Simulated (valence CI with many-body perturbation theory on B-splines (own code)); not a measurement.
## Co11+: calculated level list

Level of theory: configuration interaction combined with many-body perturbation theory (CI+MBPT): six valence electrons over a frozen Dirac-Fock core [Ne], radial functions for each j: 9 s, 9 p, 8 d, 6 f, 3 g, 1 h, with the one-electron correlation potential Σ1, the two-electron term Σ2, the three-electron term Σ3, Breit, model QED; selected CI, second order for the rest, scaled by the run's own slope (own B-spline code, finite nucleus).

No measured spectrum was set against this ion. As an estimate, levels of excited configurations hold to 0.05 to 0.15 % of their energy, terms of the ground configuration to about 0.5 %. Among the levels kept, up to 1500 cm⁻¹ of a level comes from second order outside the variational space, and about a tenth of that is noise between levels of different J, which matters for small intervals.

Levels 1 to 41 of 41, with energies above the lowest level, 3s2 3p4 3P_2. "Leading %" is the weight of the configuration and term that name the level; weights of strongly mixed levels are sums over their largest components and can fall short. Lifetimes count E1, E2, E3, M1 and M2 decay at the calculated energies, and are blank where another channel may lead or the interval is too uncertain; long ones can be off by a factor of two.

```csv
No.,Configuration,Term,J,E (cm⁻¹),Leading %,Second component,Lifetime
1,3s2 3p4,3P,2,0,91,5 % 3s2 3p4 1D,
2,3s2 3p4,3P,1,15809,96,,11.8 ms
3,3s2 3p4,3P,0,17104,89,7 % 3s2 3p4 1S,7.78 s
4,3s2 3p4,1D,2,42297,91,5 % 3s2 3p4 3P,5.89 ms
5,3s2 3p4,1S,0,89199,88,7 % 3s2 3p4 3P,616 μs
6,3s 3p5,3P°,2,306430,80,18 % 3s2 3p3 3d 3P°,287 ps
7,3s 3p5,3P°,1,318080,78,18 % 3s2 3p3 3d 3P°,267 ps
8,3s 3p5,3P°,0,325630,79,18 % 3s2 3p3 3d 3P°,271 ps
9,3s 3p5,1P°,1,391030,56,39 % 3s2 3p3 3d 1P°,104 ps
10,3s2 3p3 3d,5D°,0,417160,96,,6.30 ns
11,3s2 3p3 3d,5D°,1,417420,96,,6.45 ns
12,3s2 3p3 3d,5D°,2,417660,94,,9.99 ns
13,3s2 3p3 3d,5D°,3,418030,93,,26.5 ns
14,3s2 3p3 3d,5D°,4,419330,94,,
15,3s2 3p3 3d,3D°,2,443680,69,20 % 3s2 3p3 3d 3F°,11.8 ns
16,3s2 3p3 3d,3D°,3,447500,85,5 % 3s2 3p3 3d 3F°,328 ns
17,3s2 3p3 3d,3D°,1,449530,96,,17.8 ns
18,3s2 3p3 3d,3F°,2,455130,74,23 % 3s2 3p3 3d 3D°,24.6 ns
19,3s2 3p3 3d,1S°,0,458160,94,,12.5 ns
20,3s2 3p3 3d,3F°,3,458900,84,10 % 3s2 3p3 3d 3D°,30.3 ns
21,3s2 3p3 3d,3F°,4,464320,90,4 % 3s2 3p3 3d 3G°,
22,3s2 3p3 3d,3G°,3,482540,88,5 % 3s2 3p3 3d 3F°,6.54 ns
23,3s2 3p3 3d,3G°,4,484760,86,11 % 3s2 3p3 3d 3F°,
24,3s2 3p3 3d,3G°,5,487710,97,,
25,3s2 3p3 3d,1G°,4,494320,87,8 % 3s2 3p3 3d 3F°,
26,3s2 3p3 3d,1D°,2,502590,84,6 % 3s2 3p3 3d 3F°,732 ps
27,3s2 3p3 3d,3D°,1,517000,94,,462 ps
28,3s2 3p3 3d,3P°,0,518730,92,,4.78 ns
29,3s2 3p3 3d,3P°,1,521420,90,,245 ps
30,3s2 3p3 3d,3F°,3,522800,88,5 % 3s2 3p3 3d 3G°,2.27 ns
31,3s2 3p3 3d,3F°,2,523820,61,26 % 3s2 3p3 3d 3D°,7.28 ns
32,3s2 3p3 3d,3F°,4,525210,80,9 % 3s2 3p3 3d 1G°,1.01 ms
33,3s2 3p3 3d,3D°,2,527100,62,29 % 3s2 3p3 3d 3F°,386 ps
34,3s2 3p3 3d,3P°,2,532980,85,,117 ps
35,3s2 3p3 3d,3D°,3,536390,87,4 % 3s2 3p3 3d 1F°,1.57 ns
36,3s2 3p3 3d,1F°,3,566560,85,8 % 3s2 3p3 3d 3D°,563 ps
37,3s2 3p3 3d,3S°,1,570380,36,30 % 3s2 3p3 3d 3P°,8.67 ps
38,3s2 3p3 3d,3P°,2,570530,79,15 % 3s 3p5 3P°,8.23 ps
39,3s2 3p3 3d,3S°,1,573430,52,24 % 3s2 3p3 3d 1P°,9.53 ps
40,3s2 3p3 3d,3P°,1,583020,46,20 % 3s2 3p3 3d 1P°,8.11 ps
41,3s2 3p3 3d,3P°,0,583320,78,17 % 3s 3p5 3P°,7.41 ps
```

Names give the largest LS component (configuration and term), which can be under half, so a name can repeat, a term be missing and a line seem to break the LS rules; names also repeat where a configuration has a term twice.

Where two levels of one J and parity lie close, their mixing, g and order are uncertain.

The ionisation energy to 3s2 3p3 4S°_3/2 of the next ion comes out as 336.47 eV (NIST: 336.1 ± 0.4 eV (semi-empirical)). All 41 levels together are meant to be complete up to 588990 cm⁻¹.
